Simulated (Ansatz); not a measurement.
furan (C4H4O), singlet, geometry from GFN2-xTB; Ansatz (a first-principles code) with BLYP/3-21G.

The Ansatz input:
Ansatz 0.2 input:
```yaml
crystal:
  periodic: [false, false, false]
  atoms:
    - {symbol: O, position_ang: [-0.00798452, -0.00251073, 1.15090764]}
    - {symbol: C, position_ang: [-0.00772947, 1.07855182, 0.35476202]}
    - {symbol: C, position_ang: [0.00283925, -1.08008955, 0.35012622]}
    - {symbol: C, position_ang: [0.00316098, 0.71058145, -0.95411083]}
    - {symbol: C, position_ang: [0.01009858, -0.70641198, -0.95715390]}
    - {symbol: H, position_ang: [-0.01572036, 2.03941226, 0.82982610]}
    - {symbol: H, position_ang: [0.00426721, -2.04301371, 0.82105887]}
    - {symbol: H, position_ang: [0.00592920, 1.35759045, -1.80703656]}
    - {symbol: H, position_ang: [0.01918407, -1.34969359, -1.81285061]}
basis:
  gaussian:
    orbitals: 3-21G.json
hamiltonian:
  xc: blyp
```
The basis file holds 3-21G in the JSON format of the Basis Set Exchange.

It wrote (shortened):

```
Functional definition: BLYP
683 factors; integrals over basis functions are off by at most 8.3e-4 eV
mean field evaluation 1: about -6216.7717 eV, gradient 4.8e1 eV
mean field evaluation 2: about -6210.5073 eV, gradient 6.6e1 eV
mean field evaluation 4: about -6222.2480 eV, gradient 4.1e0 eV
mean field evaluation 8: about -6222.2440 eV, gradient 4.0e-1 eV
mean field evaluation 16: about -6222.2444 eV, gradient 1.0e-5 eV
mean field -6222.24442422 eV, -228.6632650013 hartree, gradient 5.3e-6 eV, S^2 0.000000; 0 other end points of the search recorded, 0 dependent functions left out
reference -6222.24467526 eV, -228.6632742270 hartree; 18, 18 occupied and 35, 35 virtual orbitals, 683 factors
Total energy: -6222.24467526 eV, -228.6632742270 hartree
```
